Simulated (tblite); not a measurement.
Parent: `[CH2:1]=[CH:2][SiH2:3][C:4](=[CH2:5])[O:6][SiH3:7]` with C1–C2–Si3–C4 118°, C2–Si3–C4–C5 -1°, Si3–C4–O6–Si7 179°, C4H10OSi2.

The geometries are computed with GFN2-xTB (gas phase). One conformer each, not checked by frequencies here.

```tsv
coordinate of the parent	value
C1=C2	1.324 Å
C2–Si3	1.883 Å
Si3–C4	1.896 Å
C4=C5	1.326 Å
C4–O6	1.359 Å
O6–Si7	1.624 Å
C1–C2–Si3	125.1°
C2–Si3–C4	109.4°
Si3–C4–C5	126.7°
Si3–C4–O6	110.2°
C5–C4–O6	123.2°
C4–O6–Si7	133.8°
```

Problem. How does the shared frame change in `[CH2:1]=[CH:2][Si@@H:3]([CH2:4][Cl:5])[C:6](=[CH2:7])[O:8][SiH3:9]` with C1–C2–Si3–C4 -123°, C2–Si3–C4–Cl5 -63°, C2–Si3–C6–C7 103°, Si3–C6–O8–Si9 177°, C5H11ClOSi2? Atoms pair as C1 = C1, C2 = C2, Si3 = Si3, C4 = C6, C5 = C7, O6 = O8, Si7 = Si9 (parent first).

Solution. 
| parent | relative | value in the relative | change |
| --- | --- | --- | --- |
| C1=C2 | C1=C2 | 1.325 Å | +0.001 |
| C2–Si3 | C2–Si3 | 1.885 Å | +0.002 |
| Si3–C4 | Si3–C6 | 1.897 Å | +0.001 |
| C4=C5 | C6=C7 | 1.325 Å | -0.001 |
| C4–O6 | C6–O8 | 1.359 Å | 0.000 |
| O6–Si7 | O8–Si9 | 1.626 Å | +0.002 |
| C1–C2–Si3 | C1–C2–Si3 | 124.6° | -0.5 |
| C2–Si3–C4 | C2–Si3–C6 | 109.8° | +0.4 |
| Si3–C4–C5 | Si3–C6–C7 | 126.2° | -0.5 |
| Si3–C4–O6 | Si3–C6–O8 | 110.4° | +0.2 |
| C5–C4–O6 | C7–C6–O8 | 123.5° | +0.3 |
| C4–O6–Si7 | C6–O8–Si9 | 133.8° | 0.0 |

No shared bond changes by more than 0.004 Å. Bonds of the relative outside the shared frame: Si3–C4 1.917, C4–Cl5 1.783 Å. Point group C1 → C1.
